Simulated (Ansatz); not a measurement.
`O=P(O)(O)CCCCc1ccc(-c2ccc(-c3cccs3)s2)s1` with charge +1. Charge 1, multiplicity 2. Geometry r2SCAN-D4/def2-SVP, that of the neutral singlet; atoms count from 1.

| atom | x (Å) | y (Å) | z (Å) |
| --- | --- | --- | --- |
| O1 | -5.446 | 4.172 | 2.536 |
| P2 | -4.410 | 3.179 | 2.933 |
| O3 | -3.669 | 3.508 | 4.348 |
| O4 | -5.018 | 1.675 | 3.133 |
| C5 | -3.001 | 2.929 | 1.838 |
| C6 | -1.773 | 2.220 | 2.420 |
| C7 | -2.013 | 0.780 | 2.866 |
| C8 | -0.727 | 0.086 | 3.339 |
| C9 | 0.349 | 0.010 | 2.302 |
| C10 | 1.612 | 0.566 | 2.318 |
| C11 | 2.367 | 0.309 | 1.145 |
| C12 | 1.677 | -0.444 | 0.206 |
| C13 | 2.127 | -0.877 | -1.094 |
| C14 | 3.185 | -0.380 | -1.847 |
| C15 | 3.356 | -1.041 | -3.083 |
| C16 | 2.433 | -2.056 | -3.301 |
| C17 | 2.320 | -2.928 | -4.447 |
| C18 | 3.275 | -3.188 | -5.421 |
| C19 | 2.822 | -4.089 | -6.419 |
| C20 | 1.532 | -4.521 | -6.204 |
| S21 | 0.854 | -3.813 | -4.786 |
| S22 | 1.357 | -2.198 | -1.935 |
| S23 | 0.079 | -0.827 | 0.800 |
| H24 | -4.232 | 4.087 | 4.886 |
| H25 | -5.987 | 1.726 | 3.110 |
| H26 | -3.393 | 2.393 | 0.955 |
| H27 | -2.733 | 3.943 | 1.495 |
| H28 | -1.390 | 2.809 | 3.273 |
| H29 | -0.982 | 2.233 | 1.650 |
| H30 | -2.458 | 0.202 | 2.033 |
| H31 | -2.753 | 0.749 | 3.683 |
| H32 | -0.980 | -0.928 | 3.698 |
| H33 | -0.312 | 0.627 | 4.207 |
| H34 | 1.985 | 1.139 | 3.171 |
| H35 | 3.395 | 0.641 | 0.992 |
| H36 | 3.792 | 0.466 | -1.518 |
| H37 | 4.111 | -0.766 | -3.821 |
| H38 | 4.277 | -2.755 | -5.394 |
| H39 | 3.430 | -4.421 | -7.264 |
| H40 | 0.939 | -5.216 | -6.800 |

Single mean-field runs in def2-TZVP are fitted with def2-universal-jkfit.

**Question.** Estimate the Mulliken populations of the heavy atoms from the PBE0/def2-TZVP orbitals of Ansatz.

**Answer.** 
| atom | charge (e) | spin (α − β) |
| --- | --- | --- |
| O1 | -0.50 | 0.00 |
| P2 | 0.69 | 0.00 |
| O3 | -0.47 | 0.00 |
| O4 | -0.47 | 0.00 |
| C5 | -0.28 | 0.00 |
| C6 | -0.20 | 0.00 |
| C7 | -0.30 | 0.01 |
| C8 | -0.18 | -0.01 |
| C9 | 0.02 | 0.21 |
| C10 | -0.12 | -0.02 |
| C11 | -0.20 | 0.13 |
| C12 | 0.09 | 0.06 |
| C13 | 0.15 | 0.15 |
| C14 | -0.17 | 0.08 |
| C15 | -0.16 | 0.04 |
| C16 | 0.19 | 0.18 |
| C17 | 0.02 | 0.02 |
| C18 | -0.19 | 0.12 |
| C19 | -0.13 | -0.04 |
| C20 | -0.13 | 0.18 |
| S21 | 0.11 | -0.01 |
| S22 | 0.09 | -0.04 |
| S23 | 0.07 | -0.03 |
Mulliken values depend strongly on the basis.

**Question.** Where does the spin sit?

**Answer.** Summed by element: O 0.00, P 0.00, C 1.10, S -0.09, H -0.01, of 1 unpaired in all. Largest on single atoms: C9 0.21, C20 0.18, C16 0.18.

**Question.** And the Mayer bond orders between heavy atoms (over 0.3)?

**Answer.** O1–P2 2.06 (1.49 Å); P2–O3 1.16 (1.63 Å); P2–O4 1.15 (1.63 Å); P2–C5 0.96 (1.80 Å); C5–C6 0.98 (1.53 Å); C6–C7 1.01 (1.53 Å); C7–C8 0.95 (1.54 Å); C8–C9 0.96 (1.50 Å); C9–C10 1.47 (1.38 Å); C9–S23 1.26 (1.74 Å); C10–C11 1.38 (1.42 Å); C11–C12 1.40 (1.39 Å); C12–C13 1.03 (1.44 Å); C12–S23 1.22 (1.75 Å); C13–C14 1.36 (1.39 Å); C13–S22 1.25 (1.74 Å); C14–C15 1.45 (1.41 Å); C15–C16 1.37 (1.39 Å); C16–C17 1.02 (1.44 Å); C16–S22 1.24 (1.74 Å); C17–C18 1.41 (1.39 Å); C17–S21 1.26 (1.75 Å); C18–C19 1.39 (1.42 Å); C19–C20 1.57 (1.38 Å); C20–S21 1.28 (1.72 Å).
